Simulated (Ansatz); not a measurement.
C2H10OSi2 (`C[SiH2]C[SiH2]O`), relaxed with RKS PBE-D4/def2-SVP in Ansatz 0.2.0 from a rough embedded geometry. The force threshold is 0.03 eV/Å; the program also tests the step.

The species carries charge 0 and has multiplicity 1.

Start:

```xyz
15

C    -0.720   -1.592    1.288
Si   -1.082    0.118    0.916
C     0.340    1.028    0.215
Si    0.642    0.544   -1.517
O     1.872    1.255   -2.245
H     0.196   -1.748    1.921
H    -1.524   -2.111    1.787
H    -0.465   -2.192    0.369
H    -1.445    0.778    2.152
H    -2.281    0.224    0.022
H     0.124    2.131    0.196
H     1.258    0.927    0.792
H     0.947   -1.019   -1.530
H    -0.609    0.673   -2.376
H     2.747    0.984   -1.990
```

**Question.** How much energy does the relaxation release, and in how many steps? (Best estimate.)

**Answer.** Ansatz gave: 0.56 eV, in 6 steps.

**Question.** Which bonds change most? (Estimate.)

**Answer.** The calculation gave: C1–Si2 from 1.787 to 1.891 Å; Si4–O5 from 1.597 to 1.687 Å; Si4–H13 from 1.593 to 1.513 Å; Si2–C3 from 1.828 to 1.899 Å.

**Question.** Give the relaxed structure. (An estimate is asked.)

**Answer.** Ansatz gave: 
```xyz
15

C    -0.742   -1.678    1.323
Si   -1.126    0.146    1.003
C     0.326    1.021    0.146
Si    0.696    0.444   -1.610
O     1.929    1.319   -2.358
H     0.162   -1.785    1.958
H    -1.586   -2.172    1.846
H    -0.560   -2.222    0.374
H    -1.423    0.837    2.311
H    -2.356    0.265    0.140
H     0.108    2.111    0.115
H     1.230    0.892    0.783
H     1.030   -1.031   -1.573
H    -0.506    0.664   -2.479
H     2.816    1.189   -1.980
```
